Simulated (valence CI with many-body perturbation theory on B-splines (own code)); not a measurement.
# Valence orbitals of Br XII

Level of theory: valence CI with perturbative core correlation (CI+MBPT): six valence electrons over a frozen Dirac-Fock core [Ar], a basis of 7 s, 7 p, 8 d, 6 f, 4 g, 1 h functions for each j, with the one-electron correlation potential Σ1, the two-electron term Σ2, the three-electron term Σ3, Breit, model QED; selected CI, second order for the rest, scaled by the run's own slope (own B-spline code, finite nucleus).

No measured levels were compared; by estimate terms of the open shell hold to 2 to 4 % of their energy, and close levels can change places. Core correlation moves these levels by up to 5600 cm⁻¹, and in measured spectra 5 to 20 % of such shifts remained as error; rates that hang on mixing are uncertain with them. Among the levels kept, up to 700 cm⁻¹ of a level comes from second order outside the variational space, and about a tenth of that is noise between levels of different J, which matters for small intervals. Only levels of the ground parity were solved; by the run's estimate the other parity begins above the list, which can be wrong where configurations are misplaced.

These are the spectroscopic orbitals of the CI (the correlating ones are not listed), shaped by the core and the other valence electrons. h is the expectation value of the core's Dirac-Fock operator, without the valence repulsion; Σ1 is computed up to l = 3 at one energy for each symmetry, that of its lowest orbital but kept below the first core excitation, so for empty shells it is not the orbital's own correlation shift; Breit and QED include the response of the core.

```
Orbital  h (hartree)  Σ1 (cm⁻¹)  Breit (cm⁻¹)  QED (cm⁻¹)  ⟨r⟩ (bohr)
  4s1/2      -12.453      -5466           367         264       1.190
  5s1/2       -7.251      -1858           166         120       2.077
  6s1/2      -4.7528       -882          87.2        63.3       3.220
  4p1/2      -11.543      -5461           527       -25.0       1.240
  5p1/2      -6.8224      -1976           249       -11.6       2.170
  6p1/2      -4.5186       -967           135        -6.2       3.355
  4p3/2      -11.438      -5317           327        -2.6       1.253
  5p3/2      -6.7753      -1944           155        -1.1       2.186
  6p3/2      -4.4933       -956          86.3        -0.6       3.374
  3d3/2      -20.902     -19513           726        -153      0.5116
  4d3/2      -10.012      -4916           188       -27.1       1.342
  5d3/2      -6.1204      -2071          91.3       -12.3       2.365
  3d5/2      -20.837     -19241            99        -118      0.5141
  4d5/2      -9.9937      -4887          58.6       -19.5       1.345
  5d5/2      -6.1117      -2060          29.8        -8.9       2.369
  4f5/2      -8.6489      -5107         -10.0        -5.9       1.398
  5f5/2      -5.5256      -2707          -6.3        -3.8       2.489
  4f7/2      -8.6468      -5005         -28.3        -4.6       1.398
  5f7/2      -5.5241      -2642         -18.0        -3.0       2.489
  5g7/2      -5.2949                     -0.3        -0.3       2.282
  5g9/2      -5.2943                     -0.8         0.0       2.283
```

Among the shells of the start configuration 3d6, Σ1 is largest in size for 3d3/2, where it is 0.43 % of h.

Lowest root of each symmetry, sizes in configuration state functions:

```
J  Parity  Roots  Reference  Variational  Second order  Change by selected CI (cm⁻¹)  Change by second order (cm⁻¹)
0    even      5         26        15085       1467783                        -22739                            -77
1    even      4         60        34203       3412425                        -22711                            -84
2    even      8         86        32942       5502178                        -22308                           -303
3    even      6         88        32309       6080669                        -22040                           -500
4    even      7         77        32527       6474600                        -22059                           -490
5    even      2         52        32649       5283376                        -23898                           -353
6    even      2         31        32498       5135842                        -23930                           -159
```
